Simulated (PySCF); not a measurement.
Isomers of C6H9ClOSi.

All values: PBE0/pcSseg-1 (PySCF) at GFN2-xTB geometries, gas phase, one conformer each.

Question: Rank by the lowest IAO charge on any atom, lowest value first.
A. `[O:1]=[CH:2][C:3]1=[CH:4][SiH2:5][C@H:6]1[CH2:7][CH2:8][Cl:9]` with O1–C2–C3–C4 -176°, Si5–C6–C7–C8 -71°, C6–C7–C8–Cl9 -62°
B. `[CH3:1][C:2]#[C:3][CH2:4][C:5](=[O:6])[SiH2:7][CH2:8][Cl:9]` with C3–C4–C5–O6 -149°, C4–C5–Si7–C8 159°, C5–Si7–C8–Cl9 179°
C. `[CH2:1]=[C:2]([Cl:3])[C@@H:4]1[SiH2:5][CH2:6][CH2:7][C:8]1=[O:9]` with C1–C2–C4–Si5 -131°, C2–C4–Si5–C6 -110°, C4–Si5–C6–C7 11°, Si5–C6–C7–C8 -29°, C6–C7–C8–O9 -140°
D. `[CH2:1]=[CH:2][CH2:3][O:4][C:5]1=[C:6]([SiH2:7][Cl:8])[CH2:9]1` with C1–C2–C3–O4 -139°, C2–C3–O4–C5 70°, C3–O4–C5–C6 3°, C5–C6–Si7–Cl8 118°

Answer: C (-0.545 e), B (-0.523 e), D (-0.427 e), A (-0.386 e).

Question: Rank by the highest Hirshfeld charge on any atom, highest value first.
A. `[CH2:1]=[CH:2][CH2:3][O:4][C:5]1=[C:6]([SiH2:7][Cl:8])[CH2:9]1` with C1–C2–C3–O4 -139°, C2–C3–O4–C5 70°, C3–O4–C5–C6 3°, C5–C6–Si7–Cl8 118°
B. `[CH3:1][C:2]#[C:3][CH2:4][C:5](=[O:6])[SiH2:7][CH2:8][Cl:9]` with C3–C4–C5–O6 -149°, C4–C5–Si7–C8 159°, C5–Si7–C8–Cl9 179°
C. `[O:1]=[CH:2][C:3]1=[CH:4][SiH2:5][C@H:6]1[CH2:7][CH2:8][Cl:9]` with O1–C2–C3–C4 -176°, Si5–C6–C7–C8 -71°, C6–C7–C8–Cl9 -62°

Answer: C (+0.348 e), A (+0.334 e), B (+0.312 e).

Question: Rank by LUMO energy, lowest first.
A. `[CH2:1]=[C:2]([Cl:3])[C@H:4]1[CH2:5][CH2:6][C:7](=[O:8])[SiH2:9]1` with C1–C2–C4–C5 3°, C2–C4–C5–C6 168°, C4–C5–C6–C7 -45°, C5–C6–C7–O8 -155°, C6–C7–Si9–C4 0°
B. `[O:1]=[CH:2][C:3]1=[CH:4][SiH2:5][C@H:6]1[CH2:7][CH2:8][Cl:9]` with O1–C2–C3–C4 -176°, Si5–C6–C7–C8 -71°, C6–C7–C8–Cl9 -62°
C. `[CH2:1]=[C:2]([Cl:3])[C@@H:4]1[SiH2:5][CH2:6][CH2:7][C:8]1=[O:9]` with C1–C2–C4–Si5 -131°, C2–C4–Si5–C6 -110°, C4–Si5–C6–C7 11°, Si5–C6–C7–C8 -29°, C6–C7–C8–O9 -140°
D. `[CH2:1]=[CH:2][CH2:3][O:4][C:5]1=[C:6]([SiH2:7][Cl:8])[CH2:9]1` with C1–C2–C3–O4 -139°, C2–C3–O4–C5 70°, C3–O4–C5–C6 3°, C5–C6–Si7–Cl8 118°

Answer: B (-2.21 eV), A (-1.37 eV), C (-1.01 eV), D (-0.46 eV).

All values together:

| SMILES | μ (D) | HOMO (eV) | LUMO (eV) | lowest IAO charge (e) | highest IAO charge (e) | lowest Hirshfeld charge (e) | highest Hirshfeld charge (e) |
| --- | --- | --- | --- | --- | --- | --- | --- |
| C=C(Cl)[C@@H]1[SiH2]CCC1=O | 2.30 | -6.97 | -1.01 | -0.545 (C) | +0.745 (Si) | -0.230 (O) | +0.336 (Si) |
| C=C(Cl)[C@H]1CCC(=O)[SiH2]1 | 2.55 | -6.67 | -1.37 | -0.386 (C) | +0.670 (Si) | -0.229 (O) | +0.318 (Si) |
| O=CC1=C[SiH2][C@H]1CCCl | 3.96 | -7.50 | -2.21 | -0.386 (O/C) | +0.726 (Si) | -0.211 (O) | +0.348 (Si) |
| C=CCOC1=C([SiH2]Cl)C1 | 3.00 | -6.76 | -0.46 | -0.427 (C) | +0.816 (Si) | -0.162 (C) | +0.334 (Si) |
| CC#CCC(=O)[SiH2]CCl | 3.16 | -7.00 | -1.42 | -0.523 (C) | +0.698 (Si) | -0.215 (O) | +0.312 (Si) |

Conformers: `[CH2:1]=[C:2]([Cl:3])[C@@H:4]1[SiH2:5][CH2:6][CH2:7][C:8]1=[O:9]` with C1–C2–C4–Si5 -131°, C2–C4–Si5–C6 -110°, C4–Si5–C6–C7 11°, Si5–C6–C7–C8 -29°, C6–C7–C8–O9 -140°; `[CH2:1]=[C:2]([Cl:3])[C@H:4]1[CH2:5][CH2:6][C:7](=[O:8])[SiH2:9]1` with C1–C2–C4–C5 3°, C2–C4–C5–C6 168°, C4–C5–C6–C7 -45°, C5–C6–C7–O8 -155°, C6–C7–Si9–C4 0°; `[O:1]=[CH:2][C:3]1=[CH:4][SiH2:5][C@H:6]1[CH2:7][CH2:8][Cl:9]` with O1–C2–C3–C4 -176°, Si5–C6–C7–C8 -71°, C6–C7–C8–Cl9 -62°; `[CH2:1]=[CH:2][CH2:3][O:4][C:5]1=[C:6]([SiH2:7][Cl:8])[CH2:9]1` with C1–C2–C3–O4 -139°, C2–C3–O4–C5 70°, C3–O4–C5–C6 3°, C5–C6–Si7–Cl8 118°; `[CH3:1][C:2]#[C:3][CH2:4][C:5](=[O:6])[SiH2:7][CH2:8][Cl:9]` with C3–C4–C5–O6 -149°, C4–C5–Si7–C8 159°, C5–Si7–C8–Cl9 179°.
